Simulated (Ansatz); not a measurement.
Ansatz (a first-principles code) input:
A basis named .json is the Basis Set Exchange file of that set.

Ansatz 0.2 input:
```yaml
crystal:
  periodic: [false, false, false]
  atoms:
    - {symbol: Sb, position_ang: [-0.00000000, -0.00000000, -1.24397196]}
    - {symbol: Sb, position_ang: [0.00000000, 0.00000000, 1.24397196]}
basis:
  gaussian:
    orbitals: def2-TZVPP
    fitting: {mean_field: def2-universal-jkfit, correlation: def2-TZVPP-RIFIT.json}
magnetization: {spin_polarized: false}
correlation: {method: mp2, electrons: outside_noble_gas}
```

Question: What final total energy does it print?

Answer: -478.76748 Eh (RI-MP2/def2-TZVPP). The basis has 100 functions.
